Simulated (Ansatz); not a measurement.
A nudged elastic band was laid between two geometries of a periodic cell of 17 atoms, KRb₁₆ (surface Rb(110), adsorbate K).

Level of theory: Ansatz 0.2.0, DFT PBE, scalar-relativistic, plane waves, PAW. Settings: cutoff 420 eV, k mesh 2x2x1, gaussian smearing 0.15 eV, no spin polarisation.

```yaml
movable_images: 7
climbing_image: yes
spring: 5.0 eV/Å²
optimiser: quadratic models (default)
start_path: IDPP
force_threshold: 0.05 eV/Å
iteration_limit: 73
end_points: relaxed
atoms_held: 1 to 4
```

Image 0:

```xyz
17
Lattice="11.1800 0.0000 0.0000 5.5900 7.9055 0.0000 0.0000 0.0000 24.8582" Properties=species:S:1:pos:R:3
Rb 0.000 3.953 1.000
Rb 5.590 3.953 1.000
Rb 2.795 7.905 1.000
Rb 8.385 7.905 1.000
Rb -0.026 0.012 5.029
Rb 5.615 0.012 5.033
Rb 2.794 3.962 5.040
Rb 8.385 3.966 5.104
Rb 0.088 3.997 9.067
Rb 5.499 3.992 9.065
Rb 2.798 7.993 8.982
Rb 8.379 7.887 8.888
Rb 0.151 0.110 12.900
Rb 5.434 0.106 12.886
Rb 2.796 4.207 13.389
Rb 8.381 3.965 13.006
K 8.372 0.622 16.436
```

Image 8:

```xyz
17
Lattice="11.1800 0.0000 0.0000 5.5900 7.9055 0.0000 0.0000 0.0000 24.8582" Properties=species:S:1:pos:R:3
Rb 0.000 3.953 1.000
Rb 5.590 3.953 1.000
Rb 2.795 7.905 1.000
Rb 8.385 7.905 1.000
Rb -0.001 0.010 5.040
Rb 5.590 0.013 5.104
Rb 2.769 3.964 5.029
Rb 8.410 3.965 5.033
Rb 0.003 4.040 8.982
Rb 5.584 3.935 8.888
Rb 2.883 7.949 9.067
Rb 8.294 7.945 9.065
Rb 0.001 0.255 13.389
Rb 5.586 0.012 13.006
Rb 2.946 4.063 12.900
Rb 8.229 4.058 12.886
K 11.167 4.575 16.436
```

Problem. Which bonds break or form, and what moves?

Solution. The atom that moves furthest is K17, by 4.84 Å.

Problem. What energy profile does the band end with?

Solution. The forces met the threshold. The highest image is number 3 of 0 to 8, 0.038 eV above the ends, which have the same energy within 2 meV. A structure lower than the last end lies on the path between it and the top, so the climb from that side starts below the end, which may itself be a saddle point or a shallow side well. By the program's own check the climbing image is of a kind that is not told: the force calls were inconclusive, a negative curvature could not be distinguished from the path's own, the only one lies far off the path, or fixed occupations may fill a level only in part (lowest curvatures found: -0.02 and 0.00 eV/Å²). Limits of this set-up: coarse k mesh, slab without dipole correction.

```tsv
image	path coordinate (Å)	energy (eV)
0	0.00	0.000
1	1.03	-0.003
2	2.06	0.026
3	3.09	0.038
4	3.90	0.032
5	4.71	0.008
6	5.53	-0.010
7	6.34	-0.013
8	7.15	0.000
```

Problem. What is the geometry of the highest image?

Solution. 
```xyz
17
Lattice="11.1800 0.0000 0.0000 5.5900 7.9055 0.0000 0.0000 0.0000 24.8582" Properties=species:S:1:pos:R:3
Rb 0.000 3.953 1.000
Rb 5.590 3.953 1.000
Rb 2.795 7.905 1.000
Rb 8.385 7.905 1.000
Rb -0.001 0.023 5.124
Rb 5.585 -0.025 4.976
Rb 2.818 3.960 4.956
Rb 8.354 3.949 5.119
Rb 0.197 3.837 8.925
Rb 5.364 4.112 9.035
Rb 2.586 8.072 8.987
Rb 8.590 7.811 9.032
Rb -0.073 -0.092 12.753
Rb 5.756 0.223 13.410
Rb 2.563 3.922 13.371
Rb 8.488 4.158 12.668
K 9.684 2.070 16.465
```

The run took 7.2 min on 4 threads of AMD EPYC 9R45 96-Core Processor (Zen 5) (shared host), peak memory 7.5 GiB.
